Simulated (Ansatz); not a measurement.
Consider the formal hydrolysis of a B–Ga bond: `CB[BH][GaH2]` + H₂O → `CBBO` + `[GaH3]`.

Program: Ansatz. Geometries: PBE0-D4/def2-TZVP. ΔE: electronic, gas phase. CBS: MP2 limit from def2 TZ/QZ plus the TZ coupled-cluster correction, frozen cores. This one scheme is used for every species. DFT in def2-TZVPP. HSE06 is defined as in plane-wave codes. For Ga outer-core shells are correlated without core-valence functions, which leaves a few kJ/mol of doubt a bond. Scalar relativity is left out up to krypton. Each species was taken in one conformer, which may not be the lowest.

CCSD(T)/CBS gives -100.6 kJ/mol.

(1) Another level gave -102.0 kJ/mol. Which?
A. ωB97M-V/def2-TZVPP
B. CAM-B3LYP/def2-TZVPP
C. BLYP/def2-TZVPP
D. HSE06/def2-TZVPP

Largest T1 diagnostic among the species: 0.014.

Answers

(1) D. HSE06 -102.0, ωB97M-V -113.0, CAM-B3LYP -120.6, BLYP -108.8 kJ/mol.

Leaving LDA and LC-ωPBE aside and taking each functional with its dispersion term where it has one, the values, not all of them listed here, spread over 24.2 kJ/mol, from CAM-B3LYP-D4 to revPBE-D4. LDA lies −3.1 kJ/mol from PBE without D4. From BLYP to BHLYP (50 % exact exchange), in def2-TZVPP and without D4, ΔE moves by −11.3 kJ/mol.

CCSD(T)/CBS has its own doubt, a few kJ/mol and more with outer-core shells, so smaller differences from it don't rank the levels.
